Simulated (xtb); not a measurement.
LaCl₃, SMILES [La]([Cl])([Cl])[Cl]. All values are semi-empirical tight-binding results from xtb (GFN2-xTB unless named), good for trends rather than for accurate numbers. The structure is a stationary point at GFN2-xTB. The isomer is the one that the SMILES or the coordinates give; other isomers of the formula were not compared.

Optimised geometry:

Bond lengths (Å): La1–Cl2 2.496, La1–Cl3 2.496, La1–Cl4 2.496. Bond angles (°): Cl2–La1–Cl3 90.7, Cl2–La1–Cl4 90.7, Cl3–La1–Cl4 90.7.
Charge 0, spin multiplicity 1.

For metal compounds this method's bond lengths and energies can be far off.

Computed properties:
```json
{
 "point_group_as_xtb_finds_it": "C3v",
 "orbital_gap": "1.44 eV",
 "zero_point_energy": "1.3 kcal/mol",
 "G − E(el) at 298.15 K (modified RRHO)": "-19.7 kcal/mol"
}
```

Computed atomic charges and the Wiberg bond orders between heavy atoms:
charges (e) La1 0.59, Cl2 -0.20, Cl3 -0.20, Cl4 -0.20. Bond orders La1–Cl2 1.02, La1–Cl3 1.02, La1–Cl4 1.02.
